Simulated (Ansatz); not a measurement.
Born–Oppenheimer molecular dynamics of FH$_{10}$N$_{4}$STa (17 atoms, charge 0, multiplicity 1). It starts at the highest image of a converged band. Of that band: The profile has 2 maxima (images 1, 6) with wells between them (image 4): this band takes more than one step, which may be the mechanism or a detour left from its start path. A structure lower than the last end lies on the path between it and the top, so the climb from that side starts below the end, which may itself be a saddle point or a shallow side well. A vibrational analysis at the climbing image gives one clearly imaginary mode, 133i cm⁻¹: a first-order saddle point.

The calculation used Ansatz 0.2.0, RKS PBE/def2-SVP.

```yaml
ensemble: NVE (velocity Verlet)
time_step: 0.5 fs
steps_asked: 200
starting_velocities_drawn_for: 300 K
seed: 3956
```

First frame:

```xyz
17
Properties=species:S:1:pos:R:3
Ta -0.081 -0.102 -0.009
N 2.026 -0.001 0.140
H 2.439 0.420 0.981
H 2.673 0.093 -0.649
F 0.109 0.167 1.910
N 0.309 -0.109 -1.991
H -0.231 -0.665 -2.663
H 1.065 0.367 -2.495
N -1.087 1.602 -0.066
H -1.289 2.139 0.784
H -1.314 2.135 -0.908
N -1.466 -1.528 -0.128
H -2.481 -1.384 -0.145
H -1.224 -2.522 -0.060
S 1.478 -2.991 0.588
H 1.290 -2.771 1.919
H 2.002 -1.628 0.405
```

Task: How far do the bonds stretch over the last three quarters of this one trajectory? (Pairs bonded in most of those frames.)

Result: 
```csv
bond,mean (Å),spread (Å),shortest,longest
Ta1–N2,2.364,0.132,2.18,2.53
Ta1–F5,1.939,0.006,1.93,1.95
Ta1–N6,2.006,0.025,1.96,2.04
Ta1–N9,1.993,0.021,1.96,2.03
Ta1–N12,1.974,0.028,1.93,2.02
Ta1–S15,3.015,0.221,2.54,3.29
N2–H3,1.032,0.008,1.02,1.05
N2–H4,1.030,0.008,1.02,1.05
N2–H17,1.104,0.096,0.98,1.44
N6–H7,1.029,0.025,0.99,1.07
N6–H8,1.028,0.017,1.00,1.06
N9–H10,1.030,0.020,0.99,1.07
N9–H11,1.028,0.027,0.98,1.07
N12–H13,1.027,0.012,1.01,1.05
N12–H14,1.029,0.011,1.01,1.05
S15–H16,1.367,0.033,1.32,1.41
```

Mean temperature of the second half: 392 K. The conserved energy stayed within 0.2 meV per atom of its start (net change 0.1 meV per atom), so the integration is sound. The kinetic energy rose, since the run started high on the potential surface and went downhill. A run of 0.1 ps of so small a system gives no equilibrium averages. The orbitals stay closed-shell, which can raise the energy where a bond breaks towards radicals; this wasn't checked here.

The run took 11 min on 4 threads of Arm Neoverse V2, on a shared host, peak memory 0.28 GiB.
